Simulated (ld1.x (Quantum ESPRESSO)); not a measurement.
## u(r) = r·R(r): atom against pseudo-atom (O)

Columns: radius, all-electron u(r) and pseudo u(r) of the 2s shell (level -23.75 eV) of oxygen in the configuration [He] 2s2 2p4; LDA (PZ), scalar-relativistic, PAW scheme, ld1.x (Quantum ESPRESSO) 7.5.

| r (bohr) | all-electron | pseudo |
| --- | --- | --- |
| 0.118 | 0.4161 | -0.2338 |
| 0.235 | 0.1400 | -0.4486 |
| 0.353 | -0.2475 | -0.6338 |
| 0.470 | -0.5657 | -0.7775 |
| 0.588 | -0.7828 | -0.8787 |
| 0.705 | -0.9042 | -0.9377 |
| 0.822 | -0.9534 | -0.9603 |
| 0.940 | -0.9515 | -0.9517 |
| 1.058 | -0.9159 | -0.9159 |
| 1.175 | -0.8605 | -0.8605 |
| 1.292 | -0.7945 | -0.7945 |
| 1.410 | -0.7234 | -0.7234 |
| 1.528 | -0.6522 | -0.6522 |
| 1.645 | -0.5840 | -0.5840 |
| 1.763 | -0.5193 | -0.5193 |
| 1.880 | -0.4600 | -0.4600 |
| 1.998 | -0.4054 | -0.4054 |
| 2.115 | -0.3564 | -0.3564 |
| 2.232 | -0.3125 | -0.3125 |
| 2.350 | -0.2731 | -0.2731 |
| 2.468 | -0.2381 | -0.2381 |
| 2.585 | -0.2075 | -0.2075 |
| 2.702 | -0.1805 | -0.1805 |
| 2.820 | -0.1566 | -0.1566 |
| 2.938 | -0.1358 | -0.1358 |
| 3.055 | -0.1177 | -0.1177 |

Q: How many radial nodes do the two functions have?

A: The all-electron 2s function has n − l − 1 = 1; the pseudo-wave has 0, since the states of the same l below it are removed with the core.

Q: At about which radius was the pseudo-wave matched?

A: 1.00 bohr, where the columns begin to agree (steps of 0.12 bohr).

Q: Is the pseudo-wave norm-conserving?

A: No, it belongs to a PAW set: the norm inside the radius is not constrained, and the difference is carried by the augmentation charge.
